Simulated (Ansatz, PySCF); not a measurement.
Process, species as SMILES: C/C=C(\C)CC → [CH2]/C=C(\C)CC + H atom (the C-H bond at the site shown breaks; other sites are not compared here)
Geometries: B3LYP-D3(BJ)/def2-TZVP minima from Ansatz (a quantum-chemistry and plane-wave program), one conformer each, not searched for the lowest. Markedly spin-contaminated UHF reference, which strains HF, MP2 and, less, CCSD(T): [CH2]/C=C(\C)CC.
Geometry of the first species:
```
C
C 1 1.3347
H 2 1.0875 1 116.95
C 2 1.4971 3 114.61 1 179.84
H 4 1.0886 2 113.15 3 179.02
H 4 1.0942 5 107.84 2 122.92
H 4 1.0944 5 107.59 6 114.50
C 1 1.5037 2 124.39 3 -179.70
H 8 1.0874 1 112.96 2 8.36
H 8 1.0934 9 107.60 5 110.37
H 8 1.0942 9 107.95 10 114.67
C 1 1.5094 2 120.32 3 0.51
H 12 1.0921 1 109.15 2 -7.32
H 12 1.0965 13 106.64 1 117.70
C 12 1.5331 13 109.21 14 117.26
H 15 1.0910 12 111.77 13 -175.71
H 15 1.0916 16 107.53 12 -121.74
H 15 1.0919 16 107.88 17 -116.37
```
Charge 0, spin multiplicity 1.

Quantity: bond dissociation energy (0 K, with B3LYP-D3(BJ) harmonic zero-point energies from PySCF), in kJ/mol. Correlated levels leave the core frozen unless marked. Open shells are spin-unrestricted. No spin-orbit coupling. No relativistic terms. 

| level | program | bond dissociation energy (kJ/mol) |
|---|---|---|
| SVWN5/def2-TZVPD | Ansatz | 375.4 |
| BLYP-D3(BJ)/def2-TZVPD | Ansatz + dftd3 | 330.0 |
| r2SCAN/def2-TZVPD | Ansatz | 323.0 |
| PBE0-D3(BJ)/def2-TZVPD | Ansatz + dftd3 | 333.9 |
| HSE06-D3(BJ)/def2-TZVPD | Ansatz + dftd3 | 333.8 |
| CAM-B3LYP/def2-TZVPD | Ansatz | 341.8 |
| LC-wPBE-D3(BJ)/def2-TZVPD | Ansatz + dftd3 | 337.9 |
| LC-wPBE-D4/def2-TZVPD | Ansatz + dftd4 | 338.1 |
| B2GP-PLYP-D4/def2-TZVPD | Ansatz + dftd4 | 346.6 |
| MP2/cc-pVDZ | Ansatz | 360.5 |
| SCS-MP2/cc-pVDZ | Ansatz | 368.3 |
| CCSD(T)/STO-3G | Ansatz | 422.9 |
| CCSD(T)/cc-pVDZ | Ansatz | 340.8 |
| CCSD(T)/cc-pwCVTZ | Ansatz | 352.9 |
